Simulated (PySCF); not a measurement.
Compound: C₇H₁₅P.
Structure used (PBE0-D3(BJ)/def2-SVP), in Å, numbered top down from 1:
```xyz
23
C7H15P angstrom
C      0.676   -0.439    1.954
P      0.276    0.107    0.430
C     -1.427    0.110   -0.316
C     -2.328    1.009    0.520
C     -1.935   -1.324   -0.374
C      1.204    1.449   -0.350
C      1.461    0.076   -0.964
C      2.805   -0.574   -0.778
H      0.674   -1.513    2.147
H      0.615    0.254    2.795
H     -1.324    0.517   -1.337
H     -3.367    0.973    0.154
H     -2.326    0.677    1.571
H     -1.995    2.058    0.498
H     -1.913   -1.777    0.631
H     -1.321   -1.950   -1.040
H     -2.975   -1.358   -0.737
H      2.009    1.873    0.257
H      0.655    2.184   -0.947
H      1.000   -0.069   -1.949
H      2.779   -1.630   -1.085
H      3.578   -0.062   -1.374
H      3.096   -0.539    0.283
```

The closed-shell ground state was solved at several levels (PySCF, density fitting, gas phase, non-relativistic).

```
            level  basis functions  HOMO (eV)  LUMO (eV)  gap (eV)  dipole (D)
mPW1PW91/pcSseg-1              218      -4.95       0.74      5.69        2.87
wB97X-D/def2-SVPD              284      -6.76       2.05      8.81        3.10
```

Q: What might PBE0/pcSseg-1 (218 basis functions) give for the same quantities?

A: HOMO -4.94 eV, LUMO 0.75 eV, gap 5.69 eV, dipole 2.86 D.

Q: How far do the dipole and the HOMO energy spread over the levels?

A: The dipole runs from 2.86 to 3.10 D (mean 2.94 D) and the HOMO from -6.76 to -4.94 eV.

One conformer stands for the species.
